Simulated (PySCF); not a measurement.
**Polarisability and C₆ of F⁻ (fluorine, charge -1)**

[Ne], closed-shell 1S. Computed with PySCF 2.14 in aug-cc-pVQZ-DK, with the spin-free X2C one-electron Hamiltonian (Gaussian nucleus). Coupled (time-dependent) response in atomic units; α is the mean over directions.

| method | mean α (bohr³) | C₆ (like pair) | S(−4) |
| --- | --- | --- | --- |
| UHF | 8.233 | 32.32 | 34.85 |
| PBE0 | 10.62 | 44.97 | 67.33 |
| BHandHLYP | 9.508 | 38.83 | 51.58 |

S(−4) is the Cauchy moment in α(ω) = α(0) + S(−4) ω² + …

α(iu) at PBE0:

```csv
u (hartree),α(iu) (bohr³)
0,10.62
0.0500,10.46
0.100,10.01
0.200,8.717
0.300,7.422
0.500,5.455
0.750,3.864
1.00,2.842
1.50,1.701
2.00,1.132
3.00,0.6088
5.00,0.2630
```

A single London oscillator, α(iu) = α/(1 + u²/ω²), gives C₆ = (3/4) ω α². Matching the computed C₆ needs ω = 4 × 44.97 / (3 × 10.62²) = 0.532 hartree.

For an ion, C₆ is the dispersion term alone; charge-induced terms of lower order in 1/R come first.
